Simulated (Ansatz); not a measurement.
Ligand exchange: Ge(CH3)(OH)3 + CH6InN → GeH(OH)3 + C2H8InN

Species: Ge(CH3)(OH)3, singlet; CH6InN `C[NH][InH2]`, singlet; GeH(OH)3, singlet; C2H8InN `C[NH][InH][CH3]`, singlet. The partners trade CH3 for H: Ge–CH3 and In–H bonds give way to Ge–H and In–CH3.

Shapes, held fixed at every level: PBE0-D4/def2-TZVP. Flexible molecules stand in one conformer, not always the lowest. Programs: Ansatz 0.2.0. The zero-point and thermal change to 298 K, harmonic and unscaled (PBE0-D4/def2-TZVP), is +2.0 kJ/mol.

| level | kind | ΔH(298 K) (kJ/mol) | less CCSD(T)/def2-TZVPP |
| --- | --- | --- | --- |
| BHLYP-D4/def2-TZVPP | global hybrid | +29.5 | +2.9 |
| PBE0-D4/def2-TZVPP | global hybrid | +29.0 | +2.4 |
| B2PLYP/def2-TZVPP | double hybrid | +24.8 | -1.8 |
| MP2/def2-TZVPP | perturbation theory | +23.1 | -3.5 |
| CCSD(T)/def2-SVP | coupled cluster or CI | +27.1 | +0.5 |
| CCSD/def2-TZVPP | coupled cluster or CI | +27.2 | +0.6 |
| CCSD(T)/def2-TZVPP | coupled cluster or CI | +26.6 | 0.0 |

The highest level, CCSD(T)/def2-TZVPP, gives ΔH(298 K) = +26.6 kJ/mol; the levels span +23.1 to +29.5. The column of differences is taken from that level and isn't an error. No measured value is set beside it here. For atoms past krypton def2 sets carry core potentials with scalar relativity. Relativity is left out for Ge. Outer-core shells of Ge, In are correlated, in sets that cover them unevenly.
